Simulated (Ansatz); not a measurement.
C₂H₇Si (SMILES [CH2][SiH2]C), doublet, at a GFN2-xTB geometry; BLYP/def2-SVP (Ansatz, a program for electronic structure).

Here is a job for Ansatz.
Ansatz 0.2 input:
```yaml
crystal:
  periodic: [false, false, false]
  atoms:
    - {symbol: C, position_ang: [1.52174170, 0.61007953, 0.15480626]}
    - {symbol: Si, position_ang: [0.09075186, -0.48666526, -0.24365779]}
    - {symbol: C, position_ang: [-1.51187863, 0.36127300, 0.31477419]}
    - {symbol: H, position_ang: [2.53862615, 0.31802367, -0.04021949]}
    - {symbol: H, position_ang: [1.41387604, 1.58674764, 0.59320017]}
    - {symbol: H, position_ang: [0.02745229, -0.74749305, -1.69272064]}
    - {symbol: H, position_ang: [0.22992818, -1.78305326, 0.44183991]}
    - {symbol: H, position_ang: [-1.51054122, 0.54702469, 1.38501196]}
    - {symbol: H, position_ang: [-2.37946502, -0.25228421, 0.09084424]}
    - {symbol: H, position_ang: [-1.64958091, 1.31623309, -0.18422968]}
basis:
  gaussian:
    orbitals: def2-SVP
    final_grid: {core_spheres: 4, valence_spheres: 8, degree: 17}
hamiltonian:
  xc: blyp
magnetization: {spin_polarized: true, initial_magnetization: 1}
```

The log (banner, timings and long lists left out):

```
Functional definition: BLYP
918 factors; their error is unknown
mean field evaluation 1: about -10047.4069 eV, gradient 4.6e1 eV
mean field evaluation 2: about -10032.9562 eV, gradient 6.4e1 eV
mean field evaluation 4: about -10058.4063 eV, gradient 1.9e0 eV
mean field evaluation 8: about -10058.4294 eV, gradient 1.7e-1 eV
mean field evaluation 16: about -10058.3788 eV, gradient 7.0e-5 eV
mean field -10058.37876303 eV, -369.6386017273 hartree, gradient 2.1e-5 eV, S^2 0.752820; 0 other end points of the search recorded, 0 dependent functions left out
reference -10058.37909789 eV, -369.6386140334 hartree; 17, 16 occupied and 64, 65 virtual orbitals, 918 factors
Total energy: -10058.37909789 eV, -369.6386140334 hartree
```
